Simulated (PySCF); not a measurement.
Species: HgMe2, C₂H₆Hg (singlet state).
Structure used (PBE0-D3(BJ)/def2-SVP), in Å, numbered top down from 1:
```xyz
9
C2H6Hg angstrom
Hg     0.014   -0.010   -0.003
C      0.005   -0.032    2.101
H     -0.456    0.885    2.497
H      1.031   -0.099    2.496
H     -0.565   -0.895    2.480
C      0.025    0.016   -2.106
H     -1.003    0.000   -2.503
H      0.560   -0.859   -2.506
H      0.522    0.924   -2.481
```

Method: PBE0-D3(BJ)/def2-SVP geometry optimisation, gas phase, def2 core potentials past Kr in PySCF.

Problem. Which atoms are bound to Hg1, and at what distances?

Solution. 2 atoms: C6 2.103 Å, C2 2.104 Å. The nearest atom not counted as bound is H9, at 2.70 Å (others tie with it).

Problem. What is the shape at Hg1?

Solution. Linear: angle 179.9°.

Problem. What are the other bond lengths?

Solution. C2–H3 and 5 like bonds 1.101 Å.

Point group: near D3d, missed by 0.09 Å at most; the miss may be what the optimiser left on a soft mode (D3 holds within 0.08 Å). Charge 0, singlet. Whether it is a minimum is left open (no frequencies).
